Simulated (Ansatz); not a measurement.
Ideal-gas functions of `C=[CH][Al]([Cl])[Cl]` at 400 K and 1 bar, from an Ansatz frequency run at PBE0-D4/def2-TZVP.

Molar mass 124.93 g/mol, point group Cs (symmetry number 1), electronic degeneracy 1, moments of inertia 190.732, 286.745, 477.478 u Å². Harmonic wavenumbers (cm⁻¹, unscaled): 77, 101, 147, 203, 287, 429, 465, 604, 698, 1005, 1027, 1058, 1281, 1440, 1648, 3120, 3143, 3203.

Use S(trans) = R[1.5 ln M + 2.5 ln T − 1.1517]; rotational temperatures θ = 24.2544 K / I; S(rot) = R[ln(√π/σ · √(T³/θAθBθC)) + 1.5]; for each mode x = 1.438777 ν̃/T, S = R[x/(eˣ − 1) − ln(1 − e⁻ˣ)] and H = RT x/(eˣ − 1); 1 cm⁻¹ = 0.0119627 kJ/mol; R = 8.31446 J/(mol·K).

Q: By hand: the entropy, in J/(mol·K).

A: Translation 175.2. Rotation: θ = 0.1272, 0.0846, 0.0508 K, giving 123.2. Vibration, mode by mode: 19.02, 16.78, 13.71, 11.11, 8.41, 5.49, 4.94, 3.33, 2.55, 1.06, 0.99, 0.91, 0.47, 0.29, 0.15, 0.00, 0.00, 0.00, in all 89.2. Electronic 0.0. Sum 387.6 J/(mol·K).

Q: By hand: H − E and G − E in kJ/mol, counted from the electronic energy.

A: Zero-point energy ½ × 19936 × 0.0119627 = 119.2; thermal vibration 17.9; translation, rotation and pV give 4 RT = 13.3. H − E = 150.4 kJ/mol, and G − E = 150.4 − 400 × 387.6/1000 = -4.6 kJ/mol.

Vibration gives 23 % of the entropy, 49.5 J/(mol·K) of it from the modes under 150 cm⁻¹: soft modes count most, and the harmonic formula is weakest for them. The sum counts one conformer and one mirror image; others add a mixing term.
